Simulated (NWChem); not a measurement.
System: AlNH2F2; SMILES [NH2][Al]([F])[F]

Here is an NWChem input.

```
start job
memory heap 200 mb stack 900 mb global 1100 mb
geometry units angstroms noautosym nocenter noautoz
  Al    -0.000422    -0.035314     0.000000
  F     -1.429519    -0.869354     0.000000
  F      1.409905    -0.900741     0.000000
  N      0.019471     1.713449     0.000000
  H      0.859331     2.279631     0.000000
  H     -0.806595     2.299529     0.000000
end
basis spherical
  * library def2-svp
end
dft
  xc b3lyp
  iterations 150
  mulliken
end
task dft energy
esp
  recalculate
  probe 0.07
  range 0.3
  factor 1.0
  spacing 0.02
end
task esp
```

Parts of the log:

```
             Northwest Computational Chemistry Package (NWChem) 7.3.0
             --------------------------------------------------------

                             Geometry "geometry" -> ""
                             -------------------------

 Output coordinates in angstroms (scale by  1.889725989 to convert to a.u.)

  No.       Tag          Charge          X              Y              Z
 ---- ---------------- ---------- -------------- -------------- --------------
    1 Al                  13.0000    -0.00042200    -0.03531400     0.00000000
    2 F                    9.0000    -1.42951900    -0.86935400     0.00000000
    3 F                    9.0000     1.40990500    -0.90074100     0.00000000
    4 N                    7.0000     0.01947100     1.71344900     0.00000000
    5 H                    1.0000     0.85933100     2.27963100     0.00000000
    6 H                    1.0000    -0.80659500     2.29952900     0.00000000

 Effective nuclear repulsion energy (a.u.)     158.5807920085

                                 NWChem DFT Module
                                 -----------------

 Summary of "ao basis" -> "ao basis" (spherical)
 ------------------------------------------------------------------------------
       Tag                 Description            Shells   Functions and Types
 ---------------- ------------------------------  ------  ---------------------
 Al                         def2-svp                 8       18   4s3p1d
 F                          def2-svp                 6       14   3s2p1d
 N                          def2-svp                 6       14   3s2p1d
 H                          def2-svp                 3        5   2s1p

            General Information
            -------------------
          SCF calculation type: DFT
          Wavefunction type:  closed shell.
          No. of atoms     :     6
          No. of electrons :    40
           Alpha electrons :    20
            Beta electrons :    20
          Charge           :     0
          Spin multiplicity:     1
          Use of symmetry is: off; symmetry adaption is: off
          Maximum number of iterations: 150
          AO basis - number of functions:    70
                     number of shells:    32
          Convergence on energy requested:  1.00D-06
          Convergence on density requested:  1.00D-05
          Convergence on gradient requested:  5.00D-04

              XC Information
              --------------
                         B3LYP Method XC Potential
                     Hartree-Fock (Exact) Exchange  0.200
                        Slater Exchange Functional  0.800 local
                    Becke 1988 Exchange Functional  0.720 non-local
              Lee-Yang-Parr Correlation Functional  0.810
                  VWN I RPA Correlation Functional  0.190 local

             Grid Information
             ----------------
          Grid used for XC integration:  medium
          Radial quadrature: Mura-Knowles
          Angular quadrature: Lebedev.
          Tag              B.-S. Rad. Rad. Pts. Rad. Cut. Ang. Pts.
          ---              ---------- --------- --------- ---------
          Al                  1.25       88           8.0       590
          F                   0.50       49          10.0       434
          N                   0.65       49           7.0       434
          H                   0.35       45          10.0       434
          Grid pruning is: on
          Number of quadrature shells:   325
          Spatial weights used:  Erf1

      Superposition of Atomic Density Guess
      -------------------------------------

 Sum of atomic energies:        -495.61917956

      Non-variational initial energy
      ------------------------------

 Total energy =    -496.249359
 1-e energy   =   -1004.334680
 2-e energy   =     349.504530
 HOMO         =      -0.369918
 LUMO         =      -0.053306

     ---------------------------------------------
      Total Density - Mulliken Population Analysis
     ---------------------------------------------

    Atom       Charge   Shell Charges
 -----------   ------   -------------------------------------------------------
    1 Al  13    11.34   2.00  1.99  0.50  0.03  5.93  0.47  0.18  0.24
    2 F    9     9.66   1.99  1.15  0.79  3.56  2.17  0.00
    3 F    9     9.66   1.99  1.15  0.79  3.56  2.17  0.00
    4 N    7     7.85   1.99  1.02  0.46  2.62  1.76  0.00
    5 H    1     0.74   0.58  0.12  0.05
    6 H    1     0.74   0.58  0.12  0.05

   convergence    iter        energy       DeltaE   RMS-Dens  Diis-err
 ---------------- ----- ----------------- --------- --------- ---------
 d= 0,ls=0.0,diis     1   -497.8984010996 -6.56D+02  1.93D-02  9.31D-01
 d= 0,ls=0.0,diis     2   -497.8205070856  7.79D-02  1.01D-02  2.13D+00
 d= 0,ls=0.0,diis     3   -497.9991503003 -1.79D-01  8.49D-04  8.09D-03
 d= 0,ls=0.0,diis     4   -497.9993560017 -2.06D-04  5.40D-04  4.16D-03
 d= 0,ls=0.0,diis     5   -497.9997738046 -4.18D-04  1.11D-04  2.51D-04
  Resetting Diis
 d= 0,ls=0.0,diis     6   -497.9998012962 -2.75D-05  8.08D-06  4.76D-07
 d= 0,ls=0.0,diis     7   -497.9998013585 -6.23D-08  1.04D-06  4.29D-09

         Total DFT energy =     -497.999801358518
      One electron energy =    -1008.309689132520
           Coulomb energy =      399.177478376719
    Exchange-Corr. energy =      -47.448382611202
 Nuclear repulsion energy =      158.580792008485

 Numeric. integr. density =       40.000001737069

                       DFT Final Molecular Orbital Analysis
                       ------------------------------------

 Vector   18  Occ=2.000000D+00  E=-3.928965D-01
              MO Center= -8.1D-03, -8.6D-01, -1.3D-11, r^2= 2.4D+00
   Bfn.  Coefficient  Atom+Function         Bfn.  Coefficient  Atom+Function
  ----- ------------  ---------------      ----- ------------  ---------------
    24      0.462938  2 F  pz                38     -0.463394  3 F  pz
    27     -0.328611  2 F  pz                41      0.328927  3 F  pz
    17     -0.083041  1 Al d  1

 Vector   19  Occ=2.000000D+00  E=-3.853765D-01
              MO Center= -7.4D-03, -8.2D-01,  1.9D-11, r^2= 2.6D+00
   Bfn.  Coefficient  Atom+Function         Bfn.  Coefficient  Atom+Function
  ----- ------------  ---------------      ----- ------------  ---------------
    23      0.361496  2 F  py                37     -0.355502  3 F  py
    36     -0.302272  3 F  px                22     -0.294190  2 F  px
    26     -0.263365  2 F  py                40      0.259371  3 F  py
    39      0.201390  3 F  px                25      0.195489  2 F  px
    11      0.074492  1 Al px                14      0.061739  1 Al d -2

 Vector   20  Occ=2.000000D+00  E=-2.756899D-01
              MO Center=  1.8D-02,  1.6D+00,  1.5D-09, r^2= 1.2D+00
   Bfn.  Coefficient  Atom+Function         Bfn.  Coefficient  Atom+Function
  ----- ------------  ---------------      ----- ------------  ---------------
    52      0.553656  4 N  pz                55     -0.472743  4 N  pz
    13     -0.115467  1 Al pz                10     -0.095857  1 Al pz
    24     -0.072851  2 F  pz                38     -0.072899  3 F  pz
    15     -0.070207  1 Al d -1               7      0.061137  1 Al pz
    27      0.058867  2 F  pz                41      0.058905  3 F  pz

 Vector   21  Occ=0.000000D+00  E=-2.864972D-02
              MO Center=  1.2D-03,  1.2D-01, -7.0D-09, r^2= 4.8D+00
   Bfn.  Coefficient  Atom+Function         Bfn.  Coefficient  Atom+Function
  ----- ------------  ---------------      ----- ------------  ---------------
     4      1.150029  1 Al s                 49     -0.585255  4 N  s
    21     -0.231082  2 F  s                 35     -0.231047  3 F  s
     2      0.194197  1 Al s                 48     -0.189089  4 N  s
    62      0.162284  5 H  s                 67      0.162417  6 H  s
    16      0.130700  1 Al d  0              22      0.113736  2 F  px

 Vector   22  Occ=0.000000D+00  E= 2.034085D-02
              MO Center= -1.6D-04, -1.0D-02,  5.2D-09, r^2= 4.0D+00
   Bfn.  Coefficient  Atom+Function         Bfn.  Coefficient  Atom+Function
  ----- ------------  ---------------      ----- ------------  ---------------
    13      0.854613  1 Al pz                10      0.310462  1 Al pz
    55     -0.282540  4 N  pz                52      0.233386  4 N  pz
    24      0.184093  2 F  pz                38      0.184079  3 F  pz
    27     -0.172508  2 F  pz                41     -0.172499  3 F  pz
     7     -0.165478  1 Al pz

 Vector   23  Occ=0.000000D+00  E= 6.742932D-02
              MO Center=  1.7D-02,  1.5D+00,  1.6D-09, r^2= 6.1D+00
   Bfn.  Coefficient  Atom+Function         Bfn.  Coefficient  Atom+Function
  ----- ------------  ---------------      ----- ------------  ---------------
    49      1.269908  4 N  s                 62     -0.857133  5 H  s
    67     -0.857360  6 H  s                 12     -0.505459  1 Al py
    54      0.346620  4 N  py                 4      0.340036  1 Al s
    51     -0.205583  4 N  py                21     -0.171469  2 F  s
    35     -0.171467  3 F  s                 48      0.145939  4 N  s

     ---------------------------------------------
      Total Density - Mulliken Population Analysis
     ---------------------------------------------

    Atom       Charge   Shell Charges
 -----------   ------   -------------------------------------------------------
    1 Al  13    12.03   2.00  1.98  0.60 -0.03  5.93  0.79  0.35  0.41
    2 F    9     9.40   1.99  1.12  0.81  3.35  2.13  0.00
    3 F    9     9.40   1.99  1.12  0.81  3.35  2.13  0.00
    4 N    7     7.43   1.99  0.97  0.44  2.47  1.55  0.01
    5 H    1     0.87   0.71  0.12  0.05
    6 H    1     0.87   0.71  0.12  0.05

     -------------------------------------------
      Total Density - Lowdin Population Analysis
     -------------------------------------------

    Atom       Charge   Shell Charges
 -----------   ------   -------------------------------------------------------
    1 Al  13    12.48   2.00  1.92  0.45  0.15  5.81  0.93  0.54  0.69
    2 F    9     9.22   1.98  1.01  0.77  3.23  2.24  0.00
    3 F    9     9.22   1.98  1.01  0.77  3.23  2.24  0.00
    4 N    7     7.22   1.97  0.70  0.44  2.26  1.84  0.02
    5 H    1     0.92   0.59  0.21  0.13
    6 H    1     0.92   0.59  0.21  0.13

     Multipole analysis of the density
     ---------------------------------

     L   x y z        total         alpha         beta         nuclear
     -   - - -        -----         -----         ----         -------
     0   0 0 0     -0.000000    -20.000000    -20.000000     40.000000

     1   1 0 0      0.012021     -0.000624     -0.000624      0.013268
     1   0 1 0      1.078809      0.366149      0.366149      0.346511
     1   0 0 1     -0.000000     -0.000000     -0.000000      0.000000

     2   2 0 0    -23.236362    -78.886161    -78.886161    134.535961
     2   1 1 0      0.049362     -0.141535     -0.141535      0.332431
     2   1 0 1     -0.000000     -0.000000     -0.000000      0.000000
     2   0 2 0    -18.835893    -90.045636    -90.045636    161.255380
     2   0 1 1     -0.000000     -0.000000     -0.000000      0.000000
     2   0 0 2    -18.657448     -9.328724     -9.328724      0.000000

                     NWChem Electrostatic Potential Fit Module
                     -----------------------------------------

 Atom parameters

 Number of atoms is                                    6
 Number of basis functions is                         70

 Grid parameters

 Maximum number of grid points is                  31042
 Number of grid points is                          31041
 Grid range                                     0.300000 nm
 Grid spacing                                   0.020000 nm
 Probe radius                                   0.070000 nm
 Atom radius factor                             1.000000

 Atomic radii

    1    0.100000
    7    0.140000
    9    0.128000
   13    0.195000
 FASTESP  F
  using M.O. file = ./job.movecs

    Atom              Coordinates                           Charge

                                                  ESP

    1 Al   -0.000042   -0.003531    0.000000    1.306209
    2 F    -0.142952   -0.086935    0.000000   -0.468556
    3 F     0.140991   -0.090074    0.000000   -0.468714
    4 N     0.001947    0.171345    0.000000   -1.127647
    5 H     0.085933    0.227963    0.000000    0.379053
    6 H    -0.080660    0.229953    0.000000    0.379654
                                            ------------
                                                0.000000

 Dipole moment                                  1.111907

 Quadrupole moment Qxx                         -6.655060
                   Qyy                         -1.290209
                   Qzz                          7.945270

 RMS deviation kJ/mol                           0.048699

 RRMS %                                        15.910605
```

Level: B3LYP/def2-SVP. Structure relaxed at the PBE0/def2-SVP level.
